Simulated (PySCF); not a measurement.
Isomers of C6H10Cl2, mass 152.016 u with the commonest isotopes. The calculation used PBE0/def2-SVPD in PySCF (dipole) on a GFN2-xTB geometry, gas phase. One conformer each, none proved a minimum here; rigid rotors.

Task: Order these by rotational constant B, largest first.
A. `[CH3:1]/[CH:2]=[C:3](/[CH3:4])[CH2:5][CH:6]([Cl:7])[Cl:8]` with C2–C3–C5–C6 75°, C3–C5–C6–Cl7 -174°
B. `[Cl:1][CH:2]([Cl:3])[CH:4]1[CH2:5][CH2:6][CH2:7][CH2:8]1` with Cl1–C2–C4–C5 179°, C2–C4–C5–C6 -157°, C4–C5–C6–C7 42°, C5–C6–C7–C8 -33°, C6–C7–C8–C4 11°
C. `[CH3:1]/[CH:2]=[C:3](\[CH3:4])[C@H:5]([Cl:6])[CH2:7][Cl:8]` with C2–C3–C5–Cl6 -115°, C3–C5–C7–Cl8 -61°

Result: C (1173 MHz), B (957.2 MHz), A (920.9 MHz).

Task: Order these by out-of-plane moment Σ m c² = (Ia + Ib − Ic)/2, smallest first.
A. `[CH3:1]/[CH:2]=[C:3](\[CH3:4])[C@H:5]([Cl:6])[CH2:7][Cl:8]` with C2–C3–C5–Cl6 -115°, C3–C5–C7–Cl8 -61°
B. `[Cl:1][CH:2]([Cl:3])[CH:4]1[CH2:5][CH2:6][CH2:7][CH2:8]1` with Cl1–C2–C4–C5 179°, C2–C4–C5–C6 -157°, C4–C5–C6–C7 42°, C5–C6–C7–C8 -33°, C6–C7–C8–C4 11°
C. `[CH3:1]/[CH:2]=[C:3](/[CH3:4])[CH2:5][CH:6]([Cl:7])[Cl:8]` with C2–C3–C5–C6 75°, C3–C5–C6–Cl7 -174°

Result: B (15.81 u·Å²), A (63.46 u·Å²), C (69.21 u·Å²).

Task: Order these by dipole moment, smallest first.
A. `[CH3:1]/[CH:2]=[C:3](\[CH3:4])[C@H:5]([Cl:6])[CH2:7][Cl:8]` with C2–C3–C5–Cl6 -115°, C3–C5–C7–Cl8 -61°
B. `[Cl:1][CH:2]([Cl:3])[CH:4]1[CH2:5][CH2:6][CH2:7][CH2:8]1` with Cl1–C2–C4–C5 179°, C2–C4–C5–C6 -157°, C4–C5–C6–C7 42°, C5–C6–C7–C8 -33°, C6–C7–C8–C4 11°
C. `[CH3:1]/[CH:2]=[C:3](/[CH3:4])[CH2:5][CH:6]([Cl:7])[Cl:8]` with C2–C3–C5–C6 75°, C3–C5–C6–Cl7 -174°

Result: A (1.13 D), C (2.39 D), B (2.60 D).

```csv
SMILES,point group,Ia (u·Å²),Ib (u·Å²),Ic (u·Å²),κ,μa (D),μb (D),μc (D)
C/C=C(\C)[C@H](Cl)CCl,C1,398.32,430.67,702.06,0.65,1.04,0.38,0.21
ClC(Cl)C1CCCC1,C1,227.96,527.95,724.29,-0.66,2.56,0.01,0.49
C/C=C(/C)CC(Cl)Cl,C1,283.29,548.81,693.68,-0.64,2.26,0.77,0.15
```
